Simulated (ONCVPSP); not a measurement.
Reading a pseudo-wave (He)

Columns: radius, all-electron u(r) and pseudo u(r) of the 1s shell (level -15.52 eV) of helium in the configuration 1s2; LDA (Perdew-Wang 92), scalar-relativistic, ONCV scheme, ONCVPSP 4.0.1.

| r (bohr) | all-electron | pseudo |
| --- | --- | --- |
| 0.028 | 0.1245 | 0.0984 |
| 0.055 | 0.2319 | 0.1924 |
| 0.083 | 0.3312 | 0.2874 |
| 0.110 | 0.4161 | 0.3752 |
| 0.138 | 0.4941 | 0.4602 |
| 0.165 | 0.5607 | 0.5354 |
| 0.193 | 0.6211 | 0.6055 |
| 0.220 | 0.6722 | 0.6658 |
| 0.248 | 0.7182 | 0.7209 |
| 0.275 | 0.7565 | 0.7669 |
| 0.303 | 0.7907 | 0.8071 |
| 0.330 | 0.8187 | 0.8379 |
| 0.358 | 0.8431 | 0.8617 |
| 0.385 | 0.8625 | 0.8779 |
| 0.413 | 0.8789 | 0.8893 |
| 0.440 | 0.8915 | 0.8972 |
| 0.468 | 0.9014 | 0.9036 |
| 0.495 | 0.9084 | 0.9089 |
| 0.523 | 0.9130 | 0.9130 |
| 0.550 | 0.9153 | 0.9153 |
| 0.578 | 0.9158 | 0.9158 |
| 0.605 | 0.9144 | 0.9144 |
| 0.633 | 0.9113 | 0.9114 |
| 0.660 | 0.9070 | 0.9070 |
| 0.688 | 0.9012 | 0.9012 |
| 0.715 | 0.8945 | 0.8946 |

(1) How many radial nodes do the two functions have?

(2) At about which radius was the pseudo-wave matched?

(3) Is the pseudo-wave norm-conserving?

## Answers

(1) The all-electron 1s function has n − l − 1 = 0; the pseudo-wave has 0.

(2) 0.55 bohr, where the columns begin to agree (steps of 0.03 bohr).

(3) Yes: the ONCV scheme keeps the norm inside the radius equal to the all-electron one, which fixes the energy derivative of the logarithmic derivative at the level.
